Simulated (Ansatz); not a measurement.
Mulliken charges of CH$_{3}$BBrFO, SMILES `OCB(F)Br` from r2SCAN/def2-TZVPP in Ansatz (PBE0-D4/def2-TZVP geometry).

```
atom   x (Å)   y (Å)   z (Å)  charge (e)
  O1  -0.627   0.400   1.392      -0.365
  C2  -0.154  -0.523   0.445       0.094
  B3   0.403   0.029  -0.904       0.294
  F4   0.859  -0.788  -1.825      -0.226
 Br5   0.447   1.917  -1.274      -0.102
  H6  -0.528   1.288   1.034       0.202
  H7   0.644  -1.141   0.888       0.052
  H8  -0.951  -1.239   0.188       0.052
```

Q: By hand: the dipole of these point charges (1 e Å = 4.8032 D).

A: Σ q r = (-0.029, -0.068, 0.075) e Å, of length 0.105 e Å = 0.50 D.

Q: How does the dipole of the full density compare? (Estimate.)

A: The calculation gave: (0.047, -0.037, -0.104) e Å, 0.58 D; the point charges give 0.86 times that, at 122° from its direction, so they point the opposite way.

Point charges leave out the atoms' own dipoles, such as those of lone pairs, and Mulliken's split depends on the basis, so the two needn't agree.
